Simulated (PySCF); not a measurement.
(Z)-1-chlorobut-1-ene (C4H7Cl), SMILES CC/C=C\Cl.

Geometry optimised at PBE-D3(BJ)/def2-SVP. One conformer was computed; it need not be the lowest.

The numbers are results of PBE-D3(BJ)/def2-SVP in PySCF, not measurements.

Frequencies are harmonic and unscaled.

```tsv
mode	ν (cm⁻¹)	IR (km/mol)	moving atoms (share of kinetic energy)
1	38	0.1	C 51 %, H 33 %, Cl 16 %
2	188	0.9	H 48 %, C 29 %, Cl 24 %
3	240	1.3	H 51 %, C 46 %
4	267	0.3	H 50 %, C 38 %, Cl 12 %
5	478	0.1	C 64 %, H 32 %
6	561	0.9	C 63 %, H 22 %, Cl 15 %
7	701	41.3	H 75 %, C 24 %
8	738	45.8	C 62 %, Cl 19 %, H 18 %
9	776	2.8	H 75 %, C 25 %
10	882	16.8	H 56 %, C 43 %
11	909	0.7	H 81 %, C 19 %
12	1017	2.9	C 51 %, H 49 %
13	1050	3.2	C 54 %, H 46 %
14	1078	4.0	H 62 %, C 38 %
15	1192	0.5	H 80 %, C 20 %
16	1239	1.2	H 85 %, C 15 %
17	1260	15.8	H 76 %, C 24 %
18	1321	14.1	H 63 %, C 37 %
19	1343	1.3	H 79 %, C 21 %
20	1404	2.0	H 93 %
21	1419	7.0	H 97 %
22	1429	4.9	H 94 %
23	1656	20.4	C 94 %
24	2960	18.6	H 94 %
25	2970	28.5	H 97 %
26	3031	0.6	H 91 %, C 9 %
27	3059	20.4	H 91 %, C 9 %
28	3067	19.4	H 91 %, C 9 %
29	3077	7.5	H 92 %
30	3144	5.5	H 91 %, C 9 %
```
